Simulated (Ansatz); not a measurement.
`C[CH2][Mg][F]` + HBr → `C[CH2][Mg][Br]` + H–F at 600 K and 1 bar (ligand exchange at a Mg–F bond).

Calculated with Ansatz (gas phase, PBE0-D4/def2-TZVP geometries, no zero-point term in ΔE). CCSD(T)/CBS adds triple-zeta CCSD(T) − MP2 to the extrapolated MP2 energy (def2 sets, frozen cores). This one scheme is used for every species. For Br, Mg outer-core shells are correlated without core-valence functions, which leaves a few kJ/mol of doubt a bond. Scalar relativity is left out up to krypton. One conformer a species, not always the lowest.

| species | CCSD(T)/CBS energy (Eh) | H − E (kJ/mol) | S (J/(mol·K)) |
| --- | --- | --- | --- |
| `C[CH2][Mg][F]` | -378.86278 | 223.6 | 396.5 |
| HBr | -2573.91920 | 33.5 | 219.1 |
| `C[CH2][Mg][Br]` | -2852.39929 | 222.7 | 422.2 |
| H–F | -100.39570 | 42.3 | 194.0 |

H − E and S are ideal-gas, rigid-rotor, harmonic terms from PBE0-D4/def2-TZVP, for one conformer and one mirror image of each species. 1 Eh = 2625.50 kJ/mol, R = 8.31446 J/(mol·K).

Question: By hand: ΔE, ΔH, ΔS and ΔG.

Answer: ΔE = (-2852.39929) + (-100.39570) − (-378.86278) − (-2573.91920) = -0.01301 Eh = -34.2 kJ/mol. Δ(H − E) = 222.7 + 42.3 − 223.6 − 33.5 = 7.9, so ΔH = -26.3 kJ/mol. ΔS = 422.2 + 194.0 − 396.5 − 219.1 = 0.6 J/(mol·K). ΔG = -26.3 − 600 × (0.6)/1000 = -26.7 kJ/mol.

Question: By hand: the equilibrium constant, and the temperature at which ΔG would vanish if ΔH and ΔS stayed fixed.

Answer: log₁₀ K = −ΔG/(RT ln 10) = 2.3. ΔH and −TΔS have one sign here, so there is no such temperature.

The number of gas molecules stays the same, so ΔS is small and ΔH decides. A doubt of 5 kJ/mol in ΔE shifts log₁₀ K by 0.4 here. Other conformers and mirror images would add mixing entropy, several J/(mol·K) or more a flexible species. These are equilibria of isolated gas molecules and say nothing of rates. Largest T1 diagnostic: 0.010 (customary marks: 0.02 for closed shells, 0.045 for open ones).

ΔS is within the doubt of such terms, so its sign, and with it that verdict, could turn.
